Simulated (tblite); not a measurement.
C2H11Ge2NSi.
SMILES with atom numbers: `[CH3:1]/[N:2]=[CH:3]\[GeH2:4][GeH2:5][SiH3:6]` (hydrogens: H7, H8, H9 on C1; H10 on C3; H11, H12 on Ge4; H13, H14 on Ge5; H15, H16, H17 on Si6)

Computed with GFN2-xTB (tblite), gas phase: L-BFGS steps from a force-field or distance-geometry start until the largest atomic force falls under 0.01 eV/Å.

Step 17: E = -499.6712 eV
```
atom  x, y, z in Å  |  force x, y, z in eV/Å
C1     -1.8355   -1.0751    0.5171    0.071  -0.024   0.014
N2     -2.5583    0.1446    0.5959   -0.069   0.002  -0.048
C3     -2.1194    1.1975    0.0776    0.036  -0.102   0.000
Ge4    -0.3893    1.4498   -0.8741    0.080   0.014  -0.088
Ge5     1.5368    0.8039    0.4202    0.003   0.059  -0.101
Si6     2.4353   -1.3023   -0.1116    0.058  -0.016  -0.024
H7     -2.4262   -1.7985   -0.0437   -0.106  -0.021   0.025
H8     -1.6993   -1.4596    1.5285   -0.018  -0.016   0.004
H9     -0.8525   -0.9784    0.0239    0.007   0.028   0.025
H10    -2.7539    2.0687    0.1958   -0.025   0.090   0.009
H11    -0.3947    2.8542   -1.4558   -0.036  -0.059   0.094
H12    -0.4494    0.5986   -2.1364    0.014   0.036   0.003
H13     2.5432    1.9426    0.4219    0.008  -0.042   0.005
H14     1.0771    0.8636    1.8627   -0.008   0.001   0.049
H15     1.9221   -1.7353   -1.4139   -0.011   0.017  -0.016
H16     3.8927   -1.2348   -0.1833    0.027   0.006  -0.003
H17     2.0644   -2.3273    0.8642   -0.031   0.029   0.050
```

Step 18: E = -499.6735 eV
```
atom  x, y, z in Å  |  force x, y, z in eV/Å
C1     -1.8390   -1.0794    0.5187    0.041   0.012   0.001
N2     -2.5574    0.1436    0.5914   -0.113   0.007  -0.006
C3     -2.1174    1.1966    0.0745    0.030  -0.083   0.014
Ge4    -0.3864    1.4523   -0.8762    0.060  -0.030  -0.058
Ge5     1.5411    0.8086    0.4189   -0.006   0.046  -0.101
Si6     2.4385   -1.2977   -0.1126    0.059  -0.024  -0.020
H7     -2.4339   -1.8024   -0.0391   -0.083  -0.011   0.025
H8     -1.7040   -1.4617    1.5313   -0.022  -0.002   0.000
H9     -0.8571   -0.9826    0.0266    0.047   0.003   0.001
H10    -2.7518    2.0702    0.1950    0.008   0.031  -0.005
H11    -0.4040    2.8549   -1.4506   -0.022  -0.009   0.071
H12    -0.4477    0.6056   -2.1410    0.020   0.030   0.003
H13     2.5517    1.9437    0.4225   -0.002  -0.037   0.013
H14     1.0748    0.8625    1.8608    0.005   0.008   0.034
H15     1.9227   -1.7376   -1.4105   -0.014   0.023  -0.040
H16     3.8962   -1.2423   -0.1820    0.035   0.021  -0.009
H17     2.0669   -2.3223    0.8613   -0.043   0.014   0.078
```

Step 19: E = -499.6752 eV
```
atom  x, y, z in Å  |  force x, y, z in eV/Å
C1     -1.8415   -1.0825    0.5198   -0.010   0.029  -0.011
N2     -2.5586    0.1425    0.5878   -0.100  -0.001   0.017
C3     -2.1157    1.1949    0.0724    0.014  -0.037   0.020
Ge4    -0.3829    1.4536   -0.8790    0.013  -0.061  -0.009
Ge5     1.5442    0.8129    0.4162   -0.010   0.010  -0.067
Si6     2.4419   -1.2948   -0.1137    0.041  -0.029  -0.010
H7     -2.4411   -1.8053   -0.0349   -0.046   0.003   0.026
H8     -1.7080   -1.4633    1.5334   -0.021   0.012  -0.004
H9     -0.8597   -0.9856    0.0287    0.054  -0.014  -0.012
H10    -2.7497    2.0716    0.1942    0.045  -0.030  -0.020
H11    -0.4115    2.8552   -1.4452   -0.011   0.036   0.049
H12    -0.4460    0.6113   -2.1444    0.024   0.018  -0.012
H13     2.5581    1.9439    0.4231   -0.001  -0.020   0.015
H14     1.0732    0.8619    1.8599    0.021   0.013  -0.003
H15     1.9229   -1.7388   -1.4086   -0.011   0.027  -0.049
H16     3.8995   -1.2474   -0.1812    0.042   0.029  -0.014
H17     2.0679   -2.3180    0.8606   -0.044   0.014   0.084
```

Q: Estimate the geometry and energy of step 20. (The exact step hangs on the optimiser's Hessian estimate; all steps are aligned on step 19, rigid shifts and turns removed.)

A: E = -499.6766 eV, largest force 0.098 eV/Å
```
atom  x, y, z in Å  |  force x, y, z in eV/Å
C1     -1.8435   -1.0842    0.5203   -0.050   0.027  -0.016
N2     -2.5613    0.1417    0.5854   -0.052  -0.015   0.021
C3     -2.1143    1.1929    0.0713   -0.003   0.004   0.020
Ge4    -0.3801    1.4532   -0.8812   -0.033  -0.063   0.031
Ge5     1.5462    0.8162    0.4130   -0.005  -0.029  -0.023
Si6     2.4451   -1.2932   -0.1148    0.016  -0.034   0.001
H7     -2.4471   -1.8073   -0.0313   -0.011   0.014   0.024
H8     -1.7111   -1.4642    1.5346   -0.018   0.024  -0.007
H9     -0.8606   -0.9877    0.0301    0.028  -0.022  -0.012
H10    -2.7473    2.0722    0.1932    0.068  -0.064  -0.031
H11    -0.4170    2.8558   -1.4399   -0.003   0.057   0.036
H12    -0.4443    0.6157   -2.1472    0.026   0.004  -0.031
H13     2.5626    1.9433    0.4237    0.002  -0.003   0.015
H14     1.0724    0.8615    1.8593    0.034   0.016  -0.042
H15     1.9229   -1.7391   -1.4083   -0.003   0.030  -0.045
H16     3.9027   -1.2504   -0.1809    0.043   0.032  -0.017
H17     2.0676   -2.3143    0.8617   -0.039   0.023   0.074
```

The energy changes by -0.0014 eV. The first-order estimate −F·Δx gives -0.0018 eV and the mean of the old and new forces, exact on a quadratic surface, -0.0013 eV. The step makes an angle of 64° with the force vector and moves no atom by more than 0.008 Å.

The cost below is that of the whole relaxation. Hardware: one thread, Arm Neoverse N1 (aarch64), shared host. Cost: 0.9 s wall.
